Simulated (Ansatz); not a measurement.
Consider the formal exchange of groups at the Sn–C bond: `C#[C][SnH]([CH3])[CH3]` + `[AlH3]` → `[CH3][SnH]([CH3])[AlH2]` + acetylene.

Isolated molecules relaxed with PBE0-D4/def2-TZVP in Ansatz; ΔE leaves out vibrations. CBS: MP2 limit from def2 TZ/QZ plus the TZ coupled-cluster correction, frozen cores. This one scheme is used for every species. DFT in def2-TZVPP. B3LYP here is the variant with VWN-RPA as its local correlation; programs differ in this. def2 core potentials past Kr. For Sn outer-core shells are correlated without core-valence functions, which leaves a few kJ/mol of doubt a bond.

Task: Is it downhill or uphill in electronic energy at CCSD(T)/CBS, and by how much? (An estimate is asked.)

Result: Computed: Downhill: ΔE = -12.9 kJ/mol.

Task: What do these levels give: PBE-D4, r2SCAN-D4, B3LYP-D4, B2PLYP, PBE, r2SCAN, HF/def2-TZVPP, MP2/def2-TZVPP, CCSD/def2-TZVPP, HF/def2-QZVPP, HF/CBS(def2), CCSD/CBS(def2)? (Best estimate.)

Result: Ansatz gave: PBE-D4 -26.5, r2SCAN-D4 -19.0, B3LYP-D4 -16.7, B2PLYP -12.0, PBE -27.5, r2SCAN -19.4, HF/def2-TZVPP -2.9, MP2/def2-TZVPP -3.7, CCSD/def2-TZVPP -8.2, HF/def2-QZVPP -1.9, HF/CBS(def2) -1.8, CCSD/CBS(def2) -13.5 kJ/mol.

Largest T1 diagnostic among the species: 0.013.

From PBE to PBE0 (25 % exact exchange), in def2-TZVPP and without D4, ΔE moves by +3.4 kJ/mol.
